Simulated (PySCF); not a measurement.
C₃H₅NSSi.
SMILES with atom numbers: `[H]/[N:1]=[CH:2]\[C:3]1=[CH:4][SiH2:5][S:6]1` (hydrogens: H7 on N1; H8 on C2; H9 on C4; H10, H11 on Si5)

A GFN2-xTB structure was refined with PySCF, PBE0-D3(BJ)/def2-SVP geometry optimisation, gas phase. Its GFN2-xTB values:

```tsv
coordinate	GFN2-xTB
N1=C2	1.229 Å
N1–H7	1.039 Å
C2–C3	1.439 Å
C2–H8	1.072 Å
C3=C4	1.385 Å
C3–S6	1.792 Å
C4–Si5	1.838 Å
C4–H9	1.077 Å
Si5–S6	2.223 Å
Si5–H10	1.467 Å
Si5–H11	1.434 Å
N1–C2–C3	127.1°
C2–C3–C4	131.3°
C2–C3–S6	122.0°
C3–C4–Si5	100.0°
C3–S6–Si5	75.7°
C4–C3–S6	106.7°
C4–Si5–S6	77.6°
N1–C2–C3–C4	178°
C2–C3–C4–Si5	-179°
C2–C3–S6–Si5	179°
```

How do these coordinates change at the PBE0-D3(BJ)/def2-SVP level?

```tsv
coordinate	PBE0-D3(BJ)/def2-SVP (Å or °)	change
Si5–H11	1.490	+0.056
N1=C2	1.268	+0.039
Si5–S6	2.188	-0.035
C2–H8	1.103	+0.031
C2–C3	1.470	+0.031
C3=C4	1.355	-0.030
Si5–H10	1.490	+0.023
C4–H9	1.092	+0.015
C4–Si5	1.851	+0.013
C3–S6	1.805	+0.013
N1–H7	1.030	-0.009
C3–C4–Si5	95.0	-5.0
C4–C3–S6	111.6	+4.9
C2–C3–C4	128.2	-3.1
C4–Si5–S6	80.6	+3.0
C3–S6–Si5	72.8	-2.9
C2–C3–S6	120.2	-1.8
N1–C2–C3	126.8	-0.3
N1–C2–C3–C4	-179	+3
C2–C3–C4–Si5	179	-2
C2–C3–S6–Si5	-179	+2
```

The energy falls by 30.0 kJ/mol over 9 energy and gradient evaluations, the largest force component goes from 0.0598 to 3.6e-04 Eh/bohr, and the atoms move by 0.053 Å rms after alignment. The bond that changes most is Si5–H11 (SiH2 silicon to Si–H hydrogen), which lengthens by 0.056 Å. Bonds longer at the end by more than 0.005 Å: 8 of 11; shorter: 3. Rotational constants go from 5652, 1685, 1319 to 5417, 1723, 1328 MHz.

The run used 117 basis functions and 69 SCF cycles in all. On Arm Neoverse V1, one thread, no GPU, shared host with 32 logical CPUs at a one-minute load of 34, this took 53 s and 0.50 GiB of memory at its peak.

PBE0-D3(BJ)/def2-SVP frequencies: not computed here. The numbers are those of one conformer.

The values belong to the conformer `[H]/[N:1]=[CH:2]\[C:3]1=[CH:4][SiH2:5][S:6]1`: N1–C2–C3–C4 -179°.
